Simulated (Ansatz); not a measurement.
**Forces on a displaced structure**

CH3LiOSi (SMILES [Li][O][SiH]=C), closed shell, displaced at random from a GFN2-xTB minimum.

Li1  (-0.198, -2.898, 1.186)
O2  (0.294, -1.421, 0.657)
Si3  (0.559, 0.020, 0.138)
C4  (-0.617, 1.114, -0.626)
H5  (1.903, 0.268, 0.353)
H6  (-0.297, 2.092, -0.985)
H7  (-1.701, 0.831, -0.749)
(Å)

Computed with Ansatz 0.2.0 (basis: def2-TZVPP); correlated methods freeze the cores. The outer core shell of Li, Na, Mg and K is correlated. B3LYP uses VWN-RPA correlation.

CCSD(T) forces from the calculation:
```csv
atom,Fx,Fy,Fz (eV/Å)
Li1,-0.025,-0.037,0.003
O2,-0.517,-1.550,0.574
Si3,-3.006,1.513,-1.452
C4,0.317,-1.111,0.584
H5,2.093,0.990,0.092
H6,-0.181,-0.184,0.081
H7,1.319,0.379,0.117
```

**Question.** Which atom feels the largest CCSD(T) force, and how large is it?

**Answer.** Si3, 3.66 eV/Å, along (-0.82, 0.41, -0.40).

Root-mean-square difference of the force components from those of CCSD(T): PBE0-D4 0.115; wB97M-V 0.144; r2SCAN-D4 0.076; PBE-D4 0.167; B3LYP-D4 0.077; BLYP-D4 0.192 eV/Å.

T1 diagnostic: at most 0.015.

For scale, one of the runs: CCSD(T)/def2-TZVPP forces, 165 basis functions (an equivalent command: `ansatz run in.yaml --threads 4`). Time: 95 s of wall clock on 4 CPU threads; the host was shared. Peak host memory: 2.5 GiB.
